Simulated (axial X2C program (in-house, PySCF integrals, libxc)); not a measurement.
Potential curves of GaN⁺, 2c

Calculated with an in-house all-electron X2C program for linear molecules (integrals from PySCF). Two-component (2c) means X2C with spin–orbit coupling and atomic mean-field two-electron Coulomb and Gaunt terms. Basis: Ga dyall-cv3z [9s9p7d4f1g], N dyall-av3z [7s7p3d2f] (cores contracted in-house); Gaussian nuclei, density fitting, unrestricted open shells. Masses: Ga 68.926 u, N 14.003 u.

State: Ω = 3/2 (⟨Sz⟩ = 1.50, ⟨Lz⟩ = 0.00 at B3LYP). Energies in cm⁻¹ from the fragments at the same level (Ga+ + N). Fits are polynomials in 1 − R0/R over 0.85 to 1.23 times the lowest point R0.

| R (Å) | B3LYP | PBE0 | MP2 |
| --- | --- | --- | --- |
| 2.2315 | -725 | -1021 | 1134 |
| 2.3342 | -1023 | -1268 | 479 |
| 2.4111 | -1154 | -1370 | 121 |
| 2.4880 | -1229 | -1420 | -149 |
| 2.5650 | -1262 | -1431 | -348 |
| 2.6548 | -1259 | -1407 | -509 |
| 2.7446 | -1226 | -1355 | -612 |
| 2.8600 | -1151 | -1261 | -680 |
| 3.0010 | -1033 | -1124 | -697 |
| 3.2062 | -846 | -918 | -649 |

Correlated methods: 7 electrons correlated (number of frozen shells: Ga 3 s, 2 p, 1 d; N 1 s), 261 virtual spin orbitals or spinors in MP2.

The state is one determinant whose occupation by symmetry is held fixed; it was picked as the lowest of a PBE0 search that is not exhaustive. Dissociation energies refer to the lowest single-determinant-based atoms at the same level and basis. Density functionals use the spin component along the axis (collinear). With several unpaired electrons one determinant need not be a pure state. The bond is weak and the correlated curve of this state has no minimum in the scanned range, so this well may be an artefact of the functional. This is the top spin component of a Σ state; components of lower Ω are not single determinants and can lie lower. With the outer-core shells frozen, correlated bond lengths of heavy atoms tend to come out a few hundredths of an ångström too long. MP2 and coupled cluster on one determinant become unreliable at the stretched end.

(1) Fit the B3LYP curve near its minimum: give the equilibrium distance, the harmonic wavenumber and the well depth.

(2) Fit the PBE0 curve near its minimum: give the equilibrium distance, the harmonic wavenumber and the well depth.

(3) Fit the MP2 curve near its minimum: give the equilibrium distance, the harmonic wavenumber and the well depth.

Results:

(1) At B3LYP, 2c: Re = 2.603 Å, ωe ≈ 117 cm⁻¹, De = 0.16 eV to Ga+ + N; Be follows as 0.214 cm⁻¹.

(2) At PBE0, 2c: Re = 2.552 Å, ωe ≈ 123 cm⁻¹, De = 0.18 eV to Ga+ + N; Be follows as 0.222 cm⁻¹.

(3) At MP2, 2c: Re = 2.973 Å, ωe ≈ 84.4 cm⁻¹, De = 0.09 eV to Ga+ + N; Be follows as 0.164 cm⁻¹.
